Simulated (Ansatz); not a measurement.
`FC[SiH2]CS` and `FC[SiH2]S` differ in one atom or group.

Ansatz, PBE0-D4/def2-TZVP geometries, multiplicity 1. Each molecule was computed in one conformer, which needn't be the lowest.

```json
{"property": "LUMO energy (B3LYP/def2-TZVPP) / eV", "`FC[SiH2]CS`": "-0.22"}
{"property": "size of the dipole moment (ωB97M-V/def2-TZVPP) / D", "`FC[SiH2]CS`": "1.74"}
{"property": "HOMO energy (ωB97M-V/def2-TZVPP) / eV", "`FC[SiH2]CS`": "-9.13"}
{"property": "HOMO–LUMO gap (B3LYP/def2-TZVPP) / eV", "`FC[SiH2]CS`": "6.46"}
{"property": "LUMO energy (PBE/def2-TZVPP) / eV", "`FC[SiH2]CS`": "-0.88"}
{"property": "HOMO energy (B3LYP/def2-TZVPP) / eV", "`FC[SiH2]CS`": "-6.68"}
```

(1) What does the change do to each property? (Best estimate.)

## Answers

(1) Ansatz gave: 
```
                                          property  `FC[SiH2]S`  shift
               LUMO energy (B3LYP/def2-TZVPP) / eV        -0.09   0.13
size of the dipole moment (ωB97M-V/def2-TZVPP) / D         1.39  -0.35
             HOMO energy (ωB97M-V/def2-TZVPP) / eV        -9.73  -0.60
             HOMO–LUMO gap (B3LYP/def2-TZVPP) / eV         7.19   0.73
                 LUMO energy (PBE/def2-TZVPP) / eV        -0.75   0.13
               HOMO energy (B3LYP/def2-TZVPP) / eV        -7.29  -0.61
```

With PBE0 the HOMO falls by 0.62 eV and the LUMO rises by 0.13 eV, so the gap widens by about 0.75 eV. PBE moves the HOMO by -0.59 eV and ωB97M-V by -0.60 eV. Dipoles are sizes alone; their direction can turn.

B3LYP here is the variant with VWN-RPA as its local correlation; programs differ in this.
